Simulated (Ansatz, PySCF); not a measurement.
Dissociation curve of HF (cation, charge +1), doublet.

- UHF/3-21G = unrestricted Hartree-Fock/3-21G (PySCF)
- UKS-PBE = unrestricted PBE/aug-cc-pVDZ (Ansatz, a first-principles code)
- UHF/aug-cc-pVDZ (Ansatz)

Energies are in kcal/mol, each relative to the lowest point of its own curve between 0.84 and 1.19 Å, where full CI is lowest.

```
R / Å   UHF/3-21G     UKS-PBE         UHF
-----  ----------  ----------  ----------
0.64        167.3       157.2       143.3
0.68        119.4       110.0  (withheld)
0.73         76.1        68.3        57.8
0.77         51.5        45.0        36.1
0.79         41.8        35.9        27.9
0.84         23.4        19.2        13.2
0.87         15.7        12.4  (withheld)
0.89   (withheld)         8.9         4.8
0.92          7.0         4.9         2.0
0.95          3.7  (withheld)         0.5
0.99          1.1         0.4         0.0
1.05          0.0         0.0         1.6
1.10          1.0         1.2         4.3
1.19          5.4         5.6        10.9
1.29         12.6        12.1        19.3
1.40         21.4        19.9  (withheld)
1.55         33.2        30.1  (withheld)
1.74         45.9        41.3        51.8
1.94         56.2        50.3        60.7
2.22         65.7        58.5        68.6
2.54         71.5        63.4        73.3
2.99         75.0        65.6        76.2
```

Problem. Some entries are withheld; supply them.

Solution. 
- 0.68, UHF: 97.6
- 0.87, UHF: 7.5
- 0.89, UHF/3-21G: 11.7
- 0.95, UKS-PBE: 2.3
- 1.40, UHF: 28.6
- 1.55, UHF: 40.1

The unrestricted determinant behind UKS-PBE is spin-contaminated at 2.22 to 2.99 Å (<S²> up to 1.0, against 0.75 for a pure doublet).
